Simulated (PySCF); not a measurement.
# CsBe: from constants to spectrum

LC-ωPBE constants of CsBe, ²Σ⁺ (doublet), unpaired electrons σ ↑ (Cs def2-SVP with ECP46, Be def2-SVP; scalar-relativistic core potentials (PySCF 2.14); masses 132.9054 and 9.0122 u):

| Property | Result |
| --- | --- |
| ωe | 136.4 cm⁻¹ |
| ωexe | 3.36 cm⁻¹ |
| Be | 0.13918 cm⁻¹ |
| αe | 0.00299 cm⁻¹ |
| De to Cs + Be | 0.151 eV |

Task: What force constant and bond length do these constants imply?

Result: Reduced mass μred = 8.4399 u; k = 5.8918×10⁻⁷·μred·ωe² (u, cm⁻¹, mdyn/Å) = 0.0925 mdyn/Å; Re = √(16.8576/(μred·Be)) (u, cm⁻¹, Å) = 3.788 Å.

Task: Estimate the centrifugal constant D from the Kratzer relation and find the Dunham coefficient a1.

Result: D = 4Be³/ωe² = 5.8e-07 cm⁻¹; a1 = −1 − αeωe/(6Be²) = -4.51.

The bond is weak. Basis-set superposition, not corrected here, can be much of De in a small basis, most of all at correlated wavefunction levels. Functionals without a dispersion term scatter widely for such bonds, and LDA overbinds them. Spin–orbit coupling is left out. The state is the lowest determinant that a PBE0 search found; another state may lie lower at other levels.
